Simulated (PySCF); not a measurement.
# Reading the logs of faulty runs: BCGeH6Si

Calculated results; nothing here was measured. The program is PySCF 2.14.0, an open-source quantum chemistry code, run on an isolated molecule that a program drew, which may never have been made. The molecule is BCGeH6Si (charge 0, doublet), drawn as the SMILES string `C=[B][GeH2][SiH2]`.

Each row is a Hartree-Fock (HF) and frozen-core CCSD(T) single point in the cc-pV(D+d)Z basis, meant for a local HF minimum. Run 1 is clean. Each other run has one planted mistake out of seven kinds, and not every kind appears here: one electron removed, one electron added, multiplicity raised by two, geometry at a saddle point, minimal basis STO-3G, one bond length entered in bohr, all coordinates scaled. The reference is restricted for singlets and unrestricted otherwise, and also for a bond in bohr. Adding or removing an electron swaps singlet and doublet. Electrons count all cores. HOMO and LUMO are orbital energies over both spins, the gradient is its largest component, and the lowest frequency (negative if imaginary) is given only where the gradient is small. Bond lengths are over the 9 bonds as drawn. T1 is the CCSD diagnostic: over 0.02 (restricted) or 0.045 (unrestricted) a single reference is doubtful. Germanium has the cc-pVDZ-PP basis, with a core potential (ECP10MDF) in place of its 10 inner electrons, and its 3s, 3p and 3d shells are frozen in CCSD(T).

Geometry of the clean run:
```xyz
10
BCGeH6Si, angstrom
C     1.2336   -0.2554   -3.1736
B     1.0159   -1.1884   -2.1712
Ge    0.7778   -2.5182   -0.6273
Si    2.3516   -1.9828    1.1127
H     1.9883    0.5203   -3.0835
H     0.6626   -0.2524   -4.0971
H    -0.6431   -2.4357   -0.0623
H     1.0292   -3.9498   -1.1090
H     2.1265   -0.6315    1.6796
H     3.7574   -2.1052    0.6578
```

| run | electrons | basis functions | <S^2> | HOMO (eV) | LUMO (eV) | gradient (hartree/bohr) | lowest frequency (cm^-1) | mean bond (Å) | longest bond (Å) | T1 | HF (hartree) | CCSD(T) (hartree) | mistake |
|---|---|---|---|---|---|---|---|---|---|---|---|---|---|
| 1 | 63 | 104 | 0.762 | -8.78 | 0.61 | 1.7e-05 | 77 | 1.5605 | 2.407 | 0.0162 | -648.26347 | -648.72761 | no fault |
| 2 | 64 | 104 | 0.000 | -1.32 | 6.36 | 3.2e-02 | - | 1.5605 | 2.407 | 0.0236 | -648.27154 | -648.77176 | one electron added |
| 3 | 63 | 104 | 2.311 | -8.14 | 0.57 | 1.7e-02 | - | 1.6975 | 2.620 | 0.0550 | -648.05593 | -648.49505 | one bond length entered in bohr |
| 4 | 63 | 104 | 3.780 | -6.60 | 0.54 | 7.9e-02 | - | 1.5605 | 2.407 | 0.0146 | -648.19822 | -648.62753 | multiplicity raised by two |
| 5 | 62 | 104 | 0.000 | -12.72 | -6.92 | 3.9e-02 | - | 1.5605 | 2.407 | 0.0189 | -647.97067 | -648.42787 | ? |
| 6 | 63 | 104 | 1.001 | -8.16 | 0.32 | 4.8e-02 | - | 1.6993 | 2.621 | 0.0447 | -648.20595 | -648.68340 | ? |

**Which mistake was planted in run 5, and what did it cost?**

It counts 62 electrons, one fewer than the clean run, at the same geometry and basis. So the mistake is: one electron removed. Subtracting run 1 and multiplying by 627.51 kcal/mol a hartree, the energy moved by 183.7 kcal/mol in HF and 188.1 kcal/mol in CCSD(T).

**Which mistake was planted in run 6, and what did it cost?**

The mean and the longest bond both change by the same factor, 1.089, and the gradient is no longer small. So the mistake is: all coordinates scaled. Subtracting run 1 and multiplying by 627.51 kcal/mol a hartree, the energy moved by 36.1 kcal/mol in HF and 27.7 kcal/mol in CCSD(T).

Cautions from the logs. Run 2: T1 is over the limit, so its CCSD(T) energy is less reliable; run 3: T1 is over the limit, so its CCSD(T) energy is less reliable.
